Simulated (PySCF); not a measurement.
C7H6Cl (doublet state).
Geometry (GFN2-xTB, Å), atoms numbered from 1 in this order:
```xyz
14
C7H6Cl angstrom
C     -2.2340   -0.4972   -0.0335
C     -0.8897   -0.2084   -0.0175
C      0.0812   -1.2031   -0.3413
C      1.4234   -0.9361   -0.3290
C      1.8873    0.3365    0.0035
C      0.9812    1.3389    0.3248
C     -0.3703    1.0805    0.3157
Cl    -1.4594    2.3545    0.7202
H     -2.9739    0.2426    0.2082
H     -2.5782   -1.4821   -0.2903
H     -0.2796   -2.1873   -0.5993
H      2.1317   -1.7122   -0.5786
H      2.9452    0.5469    0.0129
H      1.3344    2.3260    0.5822
```

The hyperfine couplings belong to this conformer and change with its torsions.

Identity: `Clc1c([CH2])cccc1` [radical].

Level of theory: UKS B3LYP, pcH-1 on C Cl H, non-relativistic, mean-field spin-orbit, GIAO (PySCF). Geometry: GFN2-xTB; no solvent, vibrations or thermal averaging. Couplings are sensitive to structure, and on GFN2-xTB geometries they can be far from those on DFT ones. No stability test was run, so a lower SCF solution isn't excluded. ⟨S²⟩ is 0.782 where a pure state has 0.75.

Q: Predict the first-order ENDOR lines of H9, H10, H13, H11, H14, H12 and Cl8 under fast tumbling at B = 1217.1 mT (Q band).

A: For S = 1/2 in fast tumbling each set of equivalent nuclei gives two lines, ν± = |νn ± a/2| to first order, with νn = g_N μN B/h and μN/h = 7.62259 MHz/T.

```json
{"nuclei": "H9", "isotope": "1H", "g_N": "5.5857", "νn (MHz)": "51.82", "a_iso (MHz)": "-45.33", "lower line (MHz)": "29.15", "upper line (MHz)": "74.49"}
{"nuclei": "H10", "isotope": "1H", "g_N": "5.5857", "νn (MHz)": "51.82", "a_iso (MHz)": "-44.40", "lower line (MHz)": "29.62", "upper line (MHz)": "74.02"}
{"nuclei": "H13", "isotope": "1H", "g_N": "5.5857", "νn (MHz)": "51.82", "a_iso (MHz)": "-19.18", "lower line (MHz)": "42.23", "upper line (MHz)": "61.41"}
{"nuclei": "H11", "isotope": "1H", "g_N": "5.5857", "νn (MHz)": "51.82", "a_iso (MHz)": "-16.26", "lower line (MHz)": "43.69", "upper line (MHz)": "59.95"}
{"nuclei": "H14", "isotope": "1H", "g_N": "5.5857", "νn (MHz)": "51.82", "a_iso (MHz)": "6.99", "lower line (MHz)": "48.32", "upper line (MHz)": "55.32"}
{"nuclei": "H12", "isotope": "1H", "g_N": "5.5857", "νn (MHz)": "51.82", "a_iso (MHz)": "6.95", "lower line (MHz)": "48.35", "upper line (MHz)": "55.30"}
{"nuclei": "Cl8", "isotope": "35Cl", "g_N": "0.5479", "νn (MHz)": "5.08", "a_iso (MHz)": "0.76", "lower line (MHz)": "4.70", "upper line (MHz)": "5.46"}
```

Q: Which pairs are centred on the nuclear Larmor frequency, and which on half the coupling?

A: Centred on νn, since |a| < 2νn: H9, H10, H13, H11, H14, H12 and Cl8. No pair has |a| > 2νn.

H9 and H10 aren't averaged: C1 is flat or nearly so (angle sum 360°), and its turn about the short C1–C2 bond (1.38 Å) is taken as slow.

Main isotope only: 35Cl (natural samples also hold 24 % 37Cl, magnetic too, which adds its own pattern).

The Mulliken spin populations are largest on C1 (+0.74), C5 (+0.30), C3 (+0.25) and C7 (+0.25). Four atoms exceed +0.15. The angles at C1 add up to 360.0°, so it is planar; its axial dipolar tensor and the negative couplings of its protons fit spin in a p orbital normal to that plane.
